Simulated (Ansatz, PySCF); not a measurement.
CH11NOSi3, SMILES N[SiH2]OC([SiH3])[SiH3]. Atoms are numbered in the order given.

```xyz
17

N      3.3132     0.1387     0.2214
Si     1.8706    -0.2272    -0.6202
O      0.4991     0.1238     0.2858
C     -0.8127    -0.1037    -0.2329
Si    -1.6554    -1.3857     0.8858
Si    -1.6915     1.5772    -0.3206
H      3.5915     1.1032     0.3614
H      3.6152    -0.4442     0.9936
H      1.8195     0.5905    -1.8687
H      1.8538    -1.6867    -0.9358
H     -0.7952    -0.5224    -1.2619
H     -0.8343    -2.6339     0.9109
H     -3.0252    -1.7036     0.3733
H     -1.7656    -0.8449     2.2729
H     -0.8961     2.5048    -1.1805
H     -3.0628     1.4185    -0.8986
H     -1.8029     2.1563     1.0508
```

Coordinates come from a PBE0-D3(BJ)/def2-SVP optimisation. This is a generated structure with no PubChem entry under its InChIKey; it may be hypothetical. One conformer was computed; it need not be the lowest.

Two levels are set side by side: PBE-D3(BJ)/def2-SVP (Ansatz, a first-principles code) and PBE0-D3(BJ)/def2-SVP (Ansatz). Each level has its own optimised geometry; the coordinates shown are those of the second. Frequencies come from the Hessian of PySCF at each geometry. Differences are taken from unrounded values.

```
quantity                            PBE0-D3(BJ)
----------------------------------  -----------
mean bond length (Å)                      1.482
bond N1–Si2 (Å)                           1.710
bond Si2–O3 (Å)                           1.681
bond O3–C4 (Å)                            1.429
bond C4–Si5 (Å)                           1.899
bond C4–Si6 (Å)                           1.899
bond N1–H7 (Å)                            1.014
bond N1–H8 (Å)                            1.014
bond Si2–H9 (Å)                           1.493
bond Si2–H10 (Å)                          1.493
bond C4–H11 (Å)                           1.111
bond Si5–H12 (Å)                          1.494
bond Si5–H13 (Å)                          1.497
bond Si5–H14 (Å)                          1.493
bond Si6–H15 (Å)                          1.494
bond Si6–H16 (Å)                          1.497
bond Si6–H17 (Å)                          1.493
highest harmonic wavenumber (cm⁻¹)         3717
mean harmonic wavenumber (cm⁻¹)            1123
zero-point energy (kcal/mol)              72.27
```

Task: What does PBE-D3(BJ) give, and how far is it from PBE0-D3(BJ)? (The exact figures need the calculation; the answer reports its results.)

Result: 
```csv
quantity,PBE-D3(BJ),PBE-D3(BJ) minus PBE0-D3(BJ)
mean bond length (Å),1.493,0.012
bond N1–Si2 (Å),1.724,0.014
bond Si2–O3 (Å),1.700,0.019
bond O3–C4 (Å),1.445,0.016
bond C4–Si5 (Å),1.911,0.012
bond C4–Si6 (Å),1.911,0.012
bond N1–H7 (Å),1.023,0.009
bond N1–H8 (Å),1.023,0.009
bond Si2–H9 (Å),1.504,0.011
bond Si2–H10 (Å),1.504,0.011
bond C4–H11 (Å),1.120,0.009
bond Si5–H12 (Å),1.505,0.010
bond Si5–H13 (Å),1.507,0.010
bond Si5–H14 (Å),1.503,0.010
bond Si6–H15 (Å),1.505,0.010
bond Si6–H16 (Å),1.507,0.010
bond Si6–H17 (Å),1.503,0.010
highest harmonic wavenumber (cm⁻¹),3590,-127
mean harmonic wavenumber (cm⁻¹),1085,-38
zero-point energy (kcal/mol),69.81,-2.46
```

Exact exchange shortens and stiffens bonds; PBE has none. Differences between two approximate levels are no errors against the true value.
